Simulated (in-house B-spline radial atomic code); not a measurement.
Checks on a self-consistent run for Eu III (Eu2+), [Kr] 4d9 4f7 5s2 5p6 6p1. Computed with an all-electron radial atomic-structure program (B-spline basis): Dirac-Hartree-Fock, average of configuration, Fermi nucleus of rms radius 5.1115 fm.

```tsv
orbital	q	ε (Eh)	<1/r>	<r²>	small-component weight
1s1/2	2	-1794.69990	70.2184	0.000679104	0.054968
2s1/2	2	-299.95891	16.7418	0.0106034	0.012139
2p1/2	2	-283.91708	16.6783	0.00774127	0.01214
2p3/2	4	-260.03269	14.8155	0.00897278	0.01129
3s1/2	2	-68.67287	6.11382	0.0705172	0.0038494
3p1/2	2	-61.73840	6.01654	0.0659903	0.0037771
3p3/2	4	-56.76524	5.54975	0.0729704	0.0035457
3d3/2	4	-44.92556	5.40535	0.0587629	0.0033993
3d5/2	6	-43.85690	5.28845	0.060733	0.0033312
4s1/2	2	-15.24311	2.52957	0.359648	0.0011919
4p1/2	2	-12.47304	2.42162	0.380303	0.001117
4p3/2	4	-11.36152	2.27286	0.416754	0.0010435
4d3/2	3.6	-6.82137	2.05454	0.482578	0.00088334
4d5/2	5.4	-6.61848	2.01582	0.49753	0.0008614
4f5/2	3	-1.38581	1.52569	0.889593	0.00052515
4f7/2	4	-1.36075	1.51083	0.909057	0.00051703
5s1/2	2	-2.83363	0.963363	2.09948	0.0002452
5p1/2	2	-1.96782	0.864662	2.57541	0.000203
5p3/2	4	-1.80295	0.813423	2.8525	0.0001839
6p1/2	0.33333	-0.52997	0.296947	18.8636	2.6962e-05
6p3/2	0.66667	-0.51276	0.285804	20.2368	2.539e-05
```

Electron-electron repulsion V_ee = 3924.4282 hartree.

**Question.** What total energy follows from the eigenvalues?

**Answer.** The eigenvalues count the repulsion twice, so E = Σqε - V_ee = -6916.118 - 3924.428 = -10840.547 hartree; the run printed -10840.547.

**Question.** Does the Dirac virial theorem hold?

**Answer.** For a point nucleus E = -2c²Σq·w, with w the small-component weight. Here Σq·w = 0.2886 and c = 137.0360, so the ratio E/(-2c²Σq·w) is 1.000125; the finite nucleus accounts for the departure from 1.

**Question.** What diamagnetic shielding (Lamb formula) and susceptibility (Langevin formula) do the radii give?

**Answer.** σ = (α²/3)Σq<1/r> = 421.446/(3·137.036²) = 7480.9 ppm, and χ = -0.79199×10⁻⁶·Σq<r²> = -44.08×10⁻⁶ cm³/mol with Σq<r²> = 55.653 bohr². Both are non-relativistic formulas without the paramagnetism of open shells; for so heavy an element the full relativistic shielding is larger by tens of per cent.
